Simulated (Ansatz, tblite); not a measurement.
Removing and adding an electron: B₁₃P₁₃H₃₀, a nanocrystal cut from zinc blende BP (hydrogen-capped). Total charge 0; singlet. Geometry: r2SCAN-D4/def2-SVP. Ansatz, gas phase; energy differences of separate SCF runs; the oxidised species was run as a doublet alone; the reduced species was run as a doublet alone.

```xyz
56

B    -1.759    1.323    1.193
B    -0.604   -0.930    3.210
B    -3.450   -1.423    1.771
B    -2.028   -0.926   -1.139
B    -0.871   -3.156    0.902
B     1.090    1.833    2.643
B    -0.076    4.080    0.642
B    -0.354    1.804   -1.699
B     2.480    2.309   -0.220
B     0.813   -0.432    0.323
B     0.551   -2.670   -2.025
B     2.208    0.033   -2.580
B    -0.618   -0.454   -4.059
P    -2.222   -0.076    2.483
P    -0.538    2.672    1.919
P     0.575    0.450    3.909
P    -0.855    0.454   -0.340
P     0.284   -1.764    1.668
P    -2.478   -2.213    0.268
P    -1.064   -1.729   -2.643
P     0.051   -3.926   -0.628
P     1.955    0.961    1.109
P     0.797    3.129   -0.829
P     0.526    0.865   -3.176
P     3.308    1.385   -1.718
P     1.686   -1.284   -1.218
H    -2.768    1.856    0.774
H    -0.859   -1.768    4.050
H    -4.440   -0.860    1.342
H    -3.647   -2.277    2.617
H    -3.034   -0.372   -1.536
H    -1.126   -3.996    1.740
H     1.845    2.641    3.145
H    -1.104    4.581    0.225
H     0.720    4.845    1.155
H    -1.377    2.332   -2.091
H     3.236    3.117    0.280
H     1.143   -3.220   -2.931
H     2.801   -0.516   -3.486
H    -1.640    0.098   -4.423
H     0.019   -1.023   -4.927
H    -2.843    0.551    3.600
H    -1.173    3.275    3.041
H    -0.024    1.051    5.047
H     1.722   -0.129    4.518
H     1.476   -2.394    2.139
H    -3.295   -3.223   -0.313
H    -1.893   -2.744   -3.199
H    -0.744   -4.962   -1.186
H     1.176   -4.688   -0.208
H     3.143    0.326    1.581
H     1.184    4.082   -1.813
H     0.916    1.837   -4.139
H     3.731    2.336   -2.684
H     4.569    0.846   -1.343
H     2.875   -1.916   -0.742
```

The xTB rows come from tblite. Single mean-field runs in def2-SVP are fitted with def2-universal-jkfit.

Question: Estimate orbital energies and vertical ionisation energies and electron affinities at: GFN1-xTB; GFN2-xTB; PBE-D4/def2-SVP; PBE0-D4/def2-SVP.

Answer: 
```json
{"level": "GFN1-xTB", "−HOMO (eV)": "10.29", "vertical IE (eV)": "11.86", "−LUMO (eV)": "5.76", "vertical EA (eV)": "4.11", "HOMO–LUMO gap (eV)": "4.53", "IE − EA (eV)": "7.75", "remarks": "–"}
{"level": "GFN2-xTB", "−HOMO (eV)": "9.46", "vertical IE (eV)": "10.93", "−LUMO (eV)": "5.69", "vertical EA (eV)": "4.36", "HOMO–LUMO gap (eV)": "3.77", "IE − EA (eV)": "6.57", "remarks": "–"}
{"level": "PBE-D4/def2-SVP", "−HOMO (eV)": "5.85", "vertical IE (eV)": "–", "−LUMO (eV)": "1.58", "vertical EA (eV)": "0.22", "HOMO–LUMO gap (eV)": "4.26", "IE − EA (eV)": "–", "remarks": "HOMO above zero (-1 doublet)"}
{"level": "PBE0-D4/def2-SVP", "−HOMO (eV)": "6.90", "vertical IE (eV)": "8.09", "−LUMO (eV)": "0.81", "vertical EA (eV)": "-0.12", "HOMO–LUMO gap (eV)": "6.09", "IE − EA (eV)": "8.21", "remarks": "HOMO above zero (-1 doublet)"}
```

Run but left out: PBE-D4/def2-SVP (charge +1 doublet: an occupied level 0.05 eV above an empty one).   A HOMO above zero means that the electron is unbound at that level or that self-interaction error raises the level; the energy of removing that electron tells which. Raw xTB energy differences between charge states are shifted by several eV; the methods need an empirical correction for them. Sets without diffuse functions give affinities that are too small. A negative affinity means that the extra electron isn't bound; its size then hangs on the basis.
